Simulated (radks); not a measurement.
Polarisabilities and homonuclear dispersion coefficients (atomic units). Calculated with a radial shooting solver on a logarithmic mesh with Libxc functionals: non-relativistic Kohn-Sham, LB94 model potential, spin-polarised, spherical densities, point nucleus; open shells are filled with parallel spins first. Response by self-consistent Sternheimer equations with the Hartree and adiabatic LDA kernel. "Uncoupled" leaves out the induced potential. Quadrupole and octupole values are given only where no p, d or f shell is open. The Sternheimer factor gamma scales a distant field gradient at the nucleus by 1 - gamma.

species,configuration,alpha1 (bohr^3),"alpha1, uncoupled",alpha2 (bohr^5),alpha3 (bohr^7),C6,C8,Sternheimer gamma,recommended alpha1
Li,[He] 2s1,150.0,173.2,1757,45760,1189,92570,0.833,164.113 +/- 0.0005
Be+,[He] 2s1,22.44,26.72,61.35,518.2,58.17,1199,0.488,-
B2+,[He] 2s1,7.245,8.662,7.821,32.82,9.241,81.77,0.352,-
C3+,[He] 2s1,3.213,3.839,1.731,4.348,2.420,11.35,0.277,-
N4+,[He] 2s1,1.699,2.026,0.5234,0.8761,0.8409,2.363,0.229,-
O5+,[He] 2s1,1.005,1.197,0.1939,0.2319,0.3510,0.6406,0.195,-
F6+,[He] 2s1,0.6437,0.7651,0.08293,0.07437,0.1666,0.2092,0.170,-
Ne7+,[He] 2s1,0.4367,0.5183,0.03945,0.02752,0.08705,0.07855,0.151,-

Recommended values: Schwerdtfeger and Nagle, table of static dipole polarisabilities (2023 update), measured or computed.
